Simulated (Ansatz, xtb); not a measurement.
**Relative energy of two isomers of C3H5BrN2Si**

We compare X, `[SiH3]n1cncc1Br`, a singlet, with Y, `[SiH3]n1cnc(Br)c1`, a singlet. Both are isolated molecules in the gas phase, relaxed with r2SCAN-D4/def2-SVP.

X (Å):

```xyz
12

C    -0.1746   -0.5131   -1.7139
C    -0.4040    0.7934   -3.3962
C    -0.6777    1.5400   -2.2729
Br   -1.1647    3.3343   -2.0703
N    -0.5336    0.7083   -1.1731
N    -0.0917   -0.4879   -3.0220
Si   -0.7588    1.1133    0.5548
H    -2.1585    1.5520    0.7918
H    -0.4703   -0.1642    1.2581
H     0.2022    2.1742    0.9536
H     0.0114   -1.3826   -1.0806
H    -0.4186    1.1186   -4.4358
```

Y (Å):

```xyz
12

C    -0.4923   -0.4714   -1.8275
C     0.1367    1.0472   -3.1618
C    -0.2095    1.7075   -2.0029
Br    0.7775    1.8394   -4.7357
N    -0.6220    0.7108   -1.1280
N    -0.0400   -0.2963   -3.0473
Si   -1.1995    0.9156    0.5473
H    -2.4129    1.7764    0.5458
H    -0.1278    1.5496    1.3616
H    -1.5070   -0.4565    1.0264
H    -0.7485   -1.4340   -1.3814
H    -0.1974    2.7626   -1.7378
```

**Question.** Which of the two would you expect CCSD(T)/def2-SVP + ΔMP2/def2-TZVPP electronic energies to favour?

**Answer.** CCSD(T)/def2-SVP + ΔMP2/def2-TZVPP gives E(Y) − E(X) = −0.58 kJ/mol, slightly favouring structure Y, which is too small a margin to settle the true order.

Level by level:

```tsv
level	geometry	E(Y) − E(X) (kJ/mol)	departure from the last row (kJ/mol)	job, with rough time for the two
GFN2-xTB	GFN2-xTB	+5.11	+5.68	optimisation, 1.3 s
HF/STO-3G	GFN2-xTB	−7.50	−6.93	single point, 6.6 s
r2SCAN-D4/def2-SVP//GFN2-xTB	GFN2-xTB	−1.89	−1.31	single point, 30 s
r2SCAN-D4/def2-SVP	r2SCAN-D4/def2-SVP	−0.62	−0.05	optimisation, 4.3 min
HF/def2-SVP	r2SCAN-D4/def2-SVP	−4.78	−4.20	part of the CCSD(T) run
MP2/def2-SVP	r2SCAN-D4/def2-SVP	−1.26	−0.68	part of the CCSD(T) run
CCSD(T)/def2-SVP	r2SCAN-D4/def2-SVP	−0.95	−0.38	single point
CCSD(T)/def2-SVP + ΔMP2/def2-TZVPP	r2SCAN-D4/def2-SVP	−0.58		single point, 12 min
```

As drawn, both hold the same kinds of bond in the same numbers.

The largest departure from CCSD(T)/def2-SVP + ΔMP2/def2-TZVPP is that of HF/STO-3G, 6.93 kJ/mol. The last row adds to CCSD(T) the change of the MP2 difference between the two basis sets, here +0.38 kJ/mol.

With thermal terms from frequencies at re-optimised GFN2-xTB minima (ideal gas, soft modes damped towards free rotors, one conformer each, 298.15 K, 1 atm): the zero-point term adds −1.12 kJ/mol; ΔH is −1.10 and ΔG −3.33 kJ/mol.

The correlated steps freeze 19 core orbitals; the filled d shell of Br is correlated, in a basis made for valence electrons. Programs: Ansatz 0.2.0, xtb 6.7.1; the last row on 2 threads of AMD EPYC (Zen 3) on a shared host.
